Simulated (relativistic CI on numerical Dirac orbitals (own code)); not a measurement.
## Fe5+: L2,3 absorption edge

Computed with this model: Dirac-Coulomb-Breit CI, separate exchange-only KLI orbitals for each configuration, a model potential for QED, valence Slater integrals scaled by 0.8, multiplet model of core-to-valence dipole absorption; configurations [Ar] 3d3 → [He] 2s2 2p5 3s2 3p6 3d4; 80 K; Lorentzian 0.6 eV and Gaussian 0.3 eV FWHM. Energies are those of the free ion, without screening or charge transfer. The branching ratio is the share of the lower-energy edge in the whole absorption, uncertain by about 0.02 where the edges overlap. S is read from ⟨S²⟩ = S(S + 1).

Field parameters in Wybourne normalisation: D3d B²₀ = −7Dσ, B⁴₀ = −14Dq − 21Dτ, B⁴₃ = −14√(10/7) Dq; Oh B⁴₀ = 21Dq, B⁴₄ = √(5/14) B⁴₀; Td as Oh with Dq negative (B⁴₀ = 21Dq, B⁴₄ = √(5/14) B⁴₀). The field is a parameter set, without covalency.

Computed curve for D3d, 10Dq = 24600, Dσ = -1180, Dτ = -130 cm⁻¹, scaled to 100 at the maximum (points under 2 are left out and the grid is thinned):

```tsv
Energy (eV)	Intensity
715.0	2.0
715.6	3.2
716.2	5.8
716.9	18.8
717.5	21.0
718.1	33.4
718.7	51.5
719.3	35.9
719.9	63.3
720.6	96.1
721.2	92.6
721.8	81.7
722.4	69.5
723.0	42.1
723.7	24.7
724.3	17.2
724.9	17.5
725.5	14.9
726.1	9.8
726.7	10.8
727.4	7.4
728.0	6.2
728.6	6.5
729.2	9.7
729.8	20.3
730.4	39.9
731.1	60.5
731.7	85.4
732.3	43.3
732.9	40.8
733.5	33.7
734.2	48.3
734.8	54.3
735.4	21.6
736.0	11.6
736.6	8.4
737.2	4.7
737.9	3.7
738.5	2.7
739.1	2.1
```

The ground state has S = 1.50, and the centroid lies at 725.87 eV.
